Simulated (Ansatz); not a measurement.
Program: Ansatz. Geometries: PBE0-D4/def2-TZVP. ΔE: electronic, gas phase. CCSD(T)/CBS adds triple-zeta CCSD(T) − MP2 to the extrapolated MP2 energy (def2 sets, frozen cores). This one scheme is used for every species. DFT in def2-TZVPP. HSE06 is defined as in plane-wave codes. Elements past krypton have def2 core potentials. For Te outer-core shells are correlated without core-valence functions, which leaves a few kJ/mol of doubt a bond. One conformer a species, not always the lowest.

`O[SiH2][TeH]` + `NBO` → `OBN[SiH2]O` + H₂Te  (ligand exchange at the Si–Te bond)

CCSD(T)/CBS gives +2.1 kcal/mol.

**Question.** Another level gave +2.8 kcal/mol. Which?
A. CAM-B3LYP/def2-TZVPP
B. B2PLYP/def2-TZVPP
C. r2SCANh/def2-TZVPP
D. HSE06/def2-TZVPP

**Answer.** C. r2SCANh 2.8, HSE06 4.2, CAM-B3LYP 0.6, B2PLYP 1.7 kcal/mol.

**Question.** What do rigid-rotor, harmonic-oscillator terms from PBE0-D4/def2-TZVP frequencies (298.15 K, 1 bar) make of the CCSD(T)/CBS value? (An estimate is asked.)

**Answer.** Computed: ΔZPE = -2.6 kcal/mol, ΔH = -0.3 kcal/mol, ΔS = -15 J/(mol·K), ΔG = +0.7 kcal/mol. Modes under 50 cm⁻¹ make the entropy rough.

Largest T1 diagnostic among the species: 0.012.

At CCSD(T), def2-SVP lies −1.8 kcal/mol from the extrapolated value and def2-TZVPP −1.8 kcal/mol. Leaving LDA and LC-ωPBE aside and taking each functional with its dispersion term where it has one, the values, not all of them listed here, spread over 4.8 kcal/mol, from B97M-V to PBE-D4. LDA lies −1.9 kcal/mol from PBE without D4.
